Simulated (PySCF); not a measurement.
Match each property card to its molecule.

Structures:
1. `Cc1cc1=O`
2. `[BH3-][N+]#CCOC(C)C`
3. `C=N[SiH](N)N`

Card P (geometry PBE0-D3(BJ)/def2-SVP):
- Rotational constants A, B, C: 4.255, 0.976, 0.847 GHz
- Static isotropic polarisability (PBE0/def2-SVPD): 96.5 au
- Isotropic shieldings of nuclei other than C and H, by class (GIAO PBE0/pcSseg-1): 137 (1 B), 20 (1 N), 277 (1 O) ppm
- Dipole moment (PBE0/def2-SVPD): 6.93 D
- Core binding energies (ΔSCF SCAN, pcX-2 on the ionised atom, pcseg-1 elsewhere, spin-free X2C): B1s 193.9, C1s 291.1 (×2), C1s 292.7, C1s 292.8, C1s 294.2, N1s 406.7, O1s 539.1 eV
- HOMO energy (PBE0/def2-SVPD): -7.68 eV
- Lowest triplet excitation (Tamm–Dancoff) (TDA PBE0/def2-SVPD): 4.82 eV

Card Q (geometry PBE0-D3(BJ)/def2-SVP):
- Rotational constants A, B, C: 13.364, 3.876, 3.061 GHz
- Static isotropic polarisability (CAM-B3LYP/def2-SVPD): 48.1 au
- Core binding energies (ΔSCF SCAN, pcX-2 on the ionised atom, pcseg-1 elsewhere, spin-free X2C): C1s 291.6, C1s 291.8, C1s 292.0, C1s 293.5, O1s 537.2 eV
- Lowest triplet excitation (Tamm–Dancoff) (TDA CAM-B3LYP/def2-SVPD): 4.21 eV
- Point group: Cs
- Isotropic shieldings of nuclei other than C and H, by class (GIAO PBE0/pcSseg-1): 15 (1 O) ppm
- Lowest singlet excitation (TDDFT CAM-B3LYP/def2-SVPD): 4.63 eV (268 nm, f = 0.000)

Card R (geometry PBE0-D3(BJ)/def2-SVP):
* Rotational constants A, B, C: 5.901, 3.132, 2.391 GHz
* Static isotropic polarisability (PBE0/def2-SVPD): 62.9 au
* Point group: C1
* Vertical ionisation energy (ΔSCF PBE0/def2-SVPD): 8.93 eV
* Dipole moment (PBE0/def2-SVPD): 1.60 D
* HOMO energy (PBE0/def2-SVPD): -6.85 eV

Species are written as SMILES; each is one conformer at its optimised geometry, gas phase, non-relativistic unless stated; the electronic structure was computed with PySCF and density fitting. NMR classes are plain means over equivalent atoms (diastereotopic ones count apart unless rotation or inversion swaps them), as if these changed places fast.

Problem. Which card belongs to which structure?

Solution. P = 2, Q = 1, R = 3. What ties each card to its structure:
- 1 (card Q), C4H4O, monoisotopic mass 68.0 u, 5 heavy atoms: core lines of C and O; point group Cs; an asymmetric top with C = 3.061 GHz, the highest such constant on the cards; polarisability 48.1 au for 36 electrons.
- 2 (card P), C5H12BNO, monoisotopic mass 113.1 u, 8 heavy atoms: core lines of B, C, N and O; an asymmetric top with C = 0.847 GHz, the lowest such constant on the cards; polarisability 96.5 au for 62 electrons; dipole 6.93 D.
- 3 (card R), CH7N3Si, monoisotopic mass 89.0 u, 5 heavy atoms: an asymmetric top with C = 2.391 GHz; polarisability 62.9 au for 48 electrons; dipole 1.60 D.
